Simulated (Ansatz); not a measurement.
Counterpoise correction, worked out

The pair of HCl (SMILES Cl, atoms 1–2) and Si4H10O4 (SMILES [SiH3]O[Si](O)(O[SiH3])O[SiH3], atoms 3–20), both closed shells, in one local arrangement (a lower one may exist), relaxed at PBE0-D4/def2-TZVP:

```json
{"atom": "Cl1", "x (Å)": "-1.8848", "y (Å)": "-2.4549", "z (Å)": "-1.9667"}
{"atom": "H2", "x (Å)": "-0.7398", "y (Å)": "-1.9018", "z (Å)": "-1.7066"}
{"atom": "Si3", "x (Å)": "-1.9969", "y (Å)": "1.5465", "z (Å)": "-1.5063"}
{"atom": "O4", "x (Å)": "-1.3786", "y (Å)": "0.8334", "z (Å)": "-0.1665"}
{"atom": "Si5", "x (Å)": "-0.3180", "y (Å)": "-0.2107", "z (Å)": "0.4484"}
{"atom": "O6", "x (Å)": "-1.0577", "y (Å)": "-1.3905", "z (Å)": "1.2761"}
{"atom": "O7", "x (Å)": "0.5483", "y (Å)": "-0.8356", "z (Å)": "-0.7982"}
{"atom": "Si8", "x (Å)": "2.1253", "y (Å)": "-0.7740", "z (Å)": "-1.2926"}
{"atom": "O9", "x (Å)": "0.7088", "y (Å)": "0.5247", "z (Å)": "1.4468"}
{"atom": "Si10", "x (Å)": "1.0509", "y (Å)": "0.8178", "z (Å)": "3.0272"}
{"atom": "H11", "x (Å)": "-1.2053", "y (Å)": "1.1569", "z (Å)": "-2.7016"}
{"atom": "H12", "x (Å)": "-1.9347", "y (Å)": "3.0178", "z (Å)": "-1.3275"}
{"atom": "H13", "x (Å)": "-3.4069", "y (Å)": "1.1221", "z (Å)": "-1.6774"}
{"atom": "H14", "x (Å)": "-1.7359", "y (Å)": "-1.8963", "z (Å)": "0.8222"}
{"atom": "H15", "x (Å)": "2.2179", "y (Å)": "-1.6112", "z (Å)": "-2.5118"}
{"atom": "H16", "x (Å)": "2.5033", "y (Å)": "0.6261", "z (Å)": "-1.6046"}
{"atom": "H17", "x (Å)": "3.0146", "y (Å)": "-1.3104", "z (Å)": "-0.2340"}
{"atom": "H18", "x (Å)": "-0.1718", "y (Å)": "1.2586", "z (Å)": "3.7434"}
{"atom": "H19", "x (Å)": "2.0724", "y (Å)": "1.8914", "z (Å)": "3.0666"}
{"atom": "H20", "x (Å)": "1.5890", "y (Å)": "-0.4099", "z (Å)": "3.6631"}
```

Ansatz 0.2.0; basis: def2-TZVPPD; cores frozen in the correlated methods.

MP2 total energies in eV:

| system | geometry | basis functions | energy |
| --- | --- | --- | --- |
| pair | pair | all | -52336.06786 |
| HCl | as in the pair | all (partner as ghosts) | -12525.56027 |
| Si4H10O4 | as in the pair | all (partner as ghosts) | -39810.26507 |
| HCl | as in the pair | its own | -12525.52650 |
| Si4H10O4 | as in the pair | its own | -39810.23934 |
| HCl | free (PBE0-D4 minimum) | its own | -12525.53707 |
| Si4H10O4 | free (PBE0-D4 minimum) | its own | -39810.26471 |

Question: Work out the interaction energy with and without the counterpoise correction, the superposition error, and the binding energy from the relaxed fragments.

Answer: Without correction: -52336.06786 − (-12525.52650) − (-39810.23934) = -0.30202 eV.
With correction (each fragment in the whole basis): -52336.06786 − (-12525.56027) − (-39810.26507) = -0.24252 eV = -5.59 kcal/mol.
The superposition error is the difference, 0.05950 eV, 20 % of the uncorrected value: each fragment borrows its partner's functions.
Deformation from the free shapes: 0.01057 eV for HCl and 0.02537 eV for Si4H10O4.
Binding energy from relaxed fragments: -0.24252 + 0.01057 + 0.02537 = -0.20658 eV = -4.76 kcal/mol (electronic, without zero-point energy; negative means bound). For comparison, the corrected interaction energy by CCSD(T) at an estimated basis limit (MP2 extrapolated from triple and quadruple zeta, plus CCSD(T) − MP2 in triple zeta) is -0.257 eV.

The T1 diagnostic stays at or below 0.012.

For scale, one of the runs: CCSD(T)/def2-TZVPPD, 590 basis functions (an equivalent command: `ansatz run in.yaml --threads 10 --backend cuda`). Time: 46 s of wall clock on 10 CPU threads and one NVIDIA H100; the host was shared. Peak host memory: 1.1 GiB.
